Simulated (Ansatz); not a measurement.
A relaxation, step by step

BH$_{3}$BrClO$_{2}$, singlet, PBE0-D4/def2-TZVP (Ansatz 0.2.0). Settings:

```yaml
hamiltonian: {xc: pbe0, dispersion: d4}
relax: {f_tol: 0.005, max_steps: 200}
```

Start, a step off a saddle point along its unstable mode:

```xyz
8
angstrom
B -0.4595 0.2086 0.2629
Br 0.6325 1.6896 -0.6478
O -1.5760 -0.2958 -0.3646
O -0.3169 -0.0118 1.6138
H 1.4216 -0.2103 -0.8747
Cl 1.2768 -1.3363 -0.6186
H -1.5333 -0.2481 -1.3244
H 0.5551 0.2040 1.9533
```

```tsv
step	energy less the last (meV)	largest force component (eV/Å)
1	1038.6	6.579
2	358.0	2.225
3	120.8	0.629
4	64.0	0.563
5	37.8	0.439
6	16.3	0.309
7	7.2	0.281
8	3.3	0.169
9	1.7	0.094
10	1.3	0.121
11	0.7	0.127
12	0.6	0.059
13	0.1	0.020
14	0.0	0.010
15	0.0	0.001
16	0.0	0.005
17	0.0	0.005
```

Step 3, positions (Å) and forces (eV/Å):

```json
{"atom": "B1", "x": "-0.591", "y": "0.326", "z": "0.329", "Fx": "-0.102", "Fy": "-0.510", "Fz": "0.141"}
{"atom": "Br2", "x": "0.434", "y": "1.796", "z": "-0.534", "Fx": "-0.183", "Fy": "-0.118", "Fz": "0.139"}
{"atom": "O3", "x": "-1.556", "y": "-0.329", "z": "-0.353", "Fx": "0.225", "Fy": "0.564", "Fz": "-0.521"}
{"atom": "O4", "x": "-0.316", "y": "-0.052", "z": "1.597", "Fx": "0.531", "Fy": "0.629", "Fz": "-0.094"}
{"atom": "H5", "x": "1.633", "y": "-0.391", "z": "-0.983", "Fx": "0.056", "Fy": "0.026", "Fz": "-0.040"}
{"atom": "Cl6", "x": "1.495", "y": "-1.639", "z": "-0.713", "Fx": "0.212", "Fy": "-0.237", "Fz": "-0.100"}
{"atom": "H7", "x": "-1.584", "y": "-0.081", "z": "-1.293", "Fx": "-0.119", "Fy": "-0.123", "Fz": "0.610"}
{"atom": "H8", "x": "0.486", "y": "0.370", "z": "1.950", "Fx": "-0.620", "Fy": "-0.230", "Fz": "-0.133"}
```

Step 4, positions (Å) and forces (eV/Å):

```
atom       x       y       z      Fx      Fy      Fz
  B1  -0.594   0.318   0.332  -0.495  -0.193   0.344
 Br2   0.424   1.777  -0.524   0.043  -0.106  -0.009
  O3  -1.601  -0.289  -0.331   0.376   0.288  -0.456
  O4  -0.360  -0.013   1.620   0.563   0.326  -0.202
  H5   1.660  -0.428  -0.995   0.043  -0.338   0.022
 Cl6   1.651  -1.712  -0.802   0.081   0.277  -0.092
  H7  -1.624  -0.053  -1.271  -0.126  -0.088   0.464
  H8   0.445   0.399   1.971  -0.486  -0.166  -0.071
```

Step 16, positions (Å) and forces (eV/Å):

| atom | x | y | z | Fx | Fy | Fz |
| --- | --- | --- | --- | --- | --- | --- |
| B1 | -0.730 | 0.364 | 0.410 | -0.005 | -0.005 | 0.003 |
| Br2 | 0.529 | 1.532 | -0.559 | 0.002 | 0.001 | -0.001 |
| O3 | -1.783 | -0.164 | -0.233 | 0.003 | 0.002 | 0.000 |
| O4 | -0.537 | 0.105 | 1.713 | 0.001 | 0.002 | -0.002 |
| H5 | 1.857 | -0.599 | -1.092 | 0.000 | 0.000 | 0.000 |
| Cl6 | 2.257 | -1.820 | -1.165 | 0.000 | 0.000 | 0.000 |
| H7 | -1.838 | 0.066 | -1.162 | 0.000 | 0.000 | 0.001 |
| H8 | 0.244 | 0.516 | 2.088 | -0.001 | 0.000 | 0.000 |

Last step (17):

| atom | x (Å) | y (Å) | z (Å) |
| --- | --- | --- | --- |
| B1 | -0.7310 | 0.3640 | 0.4103 |
| Br2 | 0.5303 | 1.5284 | -0.5598 |
| O3 | -1.7859 | -0.1620 | -0.2314 |
| O4 | -0.5382 | 0.1063 | 1.7132 |
| H5 | 1.8588 | -0.6001 | -1.0924 |
| Cl6 | 2.2631 | -1.8197 | -1.1672 |
| H7 | -1.8406 | 0.0675 | -1.1609 |
| H8 | 0.2438 | 0.5156 | 2.0881 |

Time: 31 s of wall clock on 8 CPU threads of an Arm Neoverse V2; the host was shared. Peak host memory: 0.6 GiB.
